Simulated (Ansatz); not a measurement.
Consider the formal exchange of groups at a Ga–Si bond: `O=[CH][GaH][SiH3]` + CH₄ → `[CH3][GaH][CH]=O` + SiH₄.

Program: Ansatz. Geometries: PBE0-D4/def2-TZVP. ΔE: electronic, gas phase. CBS: MP2 limit from def2 TZ/QZ plus the TZ coupled-cluster correction, frozen cores. This one scheme is used for every species. DFT in def2-TZVPP. HSE06 is defined as in plane-wave codes. For Ga outer-core shells are correlated without core-valence functions, which leaves a few kJ/mol of doubt a bond. Scalar relativity is left out up to krypton. Each species was taken in one conformer, which may not be the lowest.

```csv
level,ΔE (kJ/mol)
HSE06-D4,41.9
CAM-B3LYP-D4,31.4
BLYP,38.6
PBE0,40.7
BHLYP,31.4
CAM-B3LYP,30.2
RPA@PBE/def2-TZVPP,27.3
HF/CBS(def2),25.3
```

What does CCSD(T)/CBS give? (An estimate is asked.)

The calculation gave: +31.0 kJ/mol. The listed levels differ from it by 10.9, 0.4, 7.6, 9.7, 0.4, -0.8, -3.7, -5.7 kJ/mol.

Largest T1 diagnostic among the species: 0.017.

From BLYP to BHLYP (50 % exact exchange), in def2-TZVPP and without D4, ΔE moves by −7.1 kJ/mol. Leaving LDA and LC-ωPBE aside and taking each functional with its dispersion term where it has one, the values, not all of them listed here, spread over 15.1 kJ/mol, from ωB97M-V to PBE-D4.

CCSD(T)/CBS has its own doubt, a few kJ/mol and more with outer-core shells, so smaller differences from it don't rank the levels.
